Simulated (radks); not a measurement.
Charge is removed step by step from the 2p (averaged over the sub-levels emptied) level of I2+, starting from [Kr] 4d10 5s2 5p3. Calculated with a radial shooting solver on a logarithmic mesh with Libxc functionals: Dirac Kohn-Sham, PBE, spin-unpolarised, spherical densities, finite nucleus; open shells are shared between the two j in proportion to 2j + 1; Fermi nuclear charge, rms radius 4.75 fm.

removed (e)  E - E(0) (eV)  eigenvalue (eV)  E minus straight line (eV)
0                    0.000          -4597.7                       0.000
0.25                1154.3          -4636.4                     -14.630
0.5                 2318.2          -4675.4                     -19.546
0.75                3492.0          -4714.6                     -14.688
1                   4675.6          -4754.0                       0.000

Removing the whole electron costs 4675.6 eV by Delta-SCF, against 4597.7 eV from minus the eigenvalue at the starting occupation. Slater's transition state (half an electron removed) gives 4675.4 eV. Integrating minus the eigenvalue over the occupation (Janak's theorem) gives 4675.6 eV. The mean slope of the eigenvalue, de/dn, is 156 eV per electron.
